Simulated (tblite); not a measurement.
C₄H₅F₂N₂Si (doublet state).
Structure used (GFN2-xTB), in Å, numbered top down from 1:
```
atom  x, y, z in Å
N1     3.443    1.584   -0.319
C2     2.767    0.661   -0.282
Si3    1.684   -0.860   -0.189
C4     0.027   -0.278    0.584
C5    -0.913    0.236   -0.493
F6    -1.260   -0.793   -1.338
F7    -0.253    1.112   -1.311
C8    -2.095    0.890    0.112
N9    -3.086    0.335    0.586
H10    1.502   -1.386   -1.536
H11    2.318   -1.783    0.755
H12   -0.480   -1.097    1.092
H13    0.186    0.520    1.310
H14   -3.842    0.859    1.007
```

Calculated harmonic vibrations of the isolated species, GFN2-xTB (tblite), most abundant isotopes, no scaling. The method is semi-empirical: single wavenumbers can be off by several per cent or more. Modes of hydrogen on silicon can be 10 to 20 % off. One conformer, not necessarily the lowest. Open shells enter through the occupations alone, without spin polarisation, and single modes of such species can be off by tens of per cent.

Harmonic wavenumbers (cm⁻¹): 25.9, 39.4, 78.9, 113.5, 148.0, 200.4, 260.7, 262.4, 319.3, 348.1, 447.3, 452.3, 505.4, 535.0, 570.6, 618.0, 674.3, 707.2, 737.6, 747.6, 785.4, 792.2, 909.8, 1016.4, 1086.8, 1111.4, 1150.6, 1237.9, 1439.9, 1908.4, 2269.4, 2330.1, 2354.1, 2996.0, 3008.0, 3358.9.

A = 2761, B = 769.0, C = 724.3 MHz; mass 147.019 u (most abundant isotopes); point group C1, symmetry number 1; spin multiplicity 2.

Problem. Zero-point energy?

Solution. ½Σν̃ = 17774 cm⁻¹ = 50.82 kcal/mol.

Problem. What is S at 298.15 K and 1 bar for an ideal gas of classical rigid rotors and harmonic oscillators?

Solution. Translation 40.89, rotation 29.73, vibration 34.93, spin (R ln 2) 1.38: S = 106.9 cal/(mol K).

Problem. And Cp and H(298.15 K) − H(0)?

Solution. Cp = 39.97 cal/(mol K), of which vibrations give 32.02 (their classical limit is 36 R = 71.5); H(298.15 K) − H(0) = 7.50 kcal/mol without the zero-point energy, 5.13 from vibrations.

Problem. What must be added to the electronic energy to get the Gibbs energy at 298.15 K and 1 bar?

Solution. ZPE + [H(298.15 K) − H(0)] − T·S = 50.82 + 7.50 − 31.88 = 26.44 kcal/mol.

Problem. Blend soft modes into free rotors: weight 1/[1 + (100 cm⁻¹/ν̃)⁴] for the oscillator and the rest for a rotor with moment μB/(μ + B), μ = h/(8π²ν), B = 10⁻⁴⁴ kg m². What vibrational entropy results?

Solution. 30.75 cal/(mol K) in place of 34.93, which changes −T·S at 298.15 K by +1.25 kcal/mol.

Problem. Which modes carry the vibrational entropy at 298.15 K?

Solution. 25.9 cm⁻¹: 6.12; 39.4 cm⁻¹: 5.29; 78.9 cm⁻¹: 3.92; 113.5 cm⁻¹: 3.21; 148.0 cm⁻¹: 2.70; 200.4 cm⁻¹: 2.13 cal/(mol K); the other 30 give 11.57 together.

Hindered rotation and anharmonicity are outside this model. Other conformers, if any are populated, would add a mixing term that is left out. The structure is chiral; the term R ln 2 for an equal mix with its mirror image is left out.
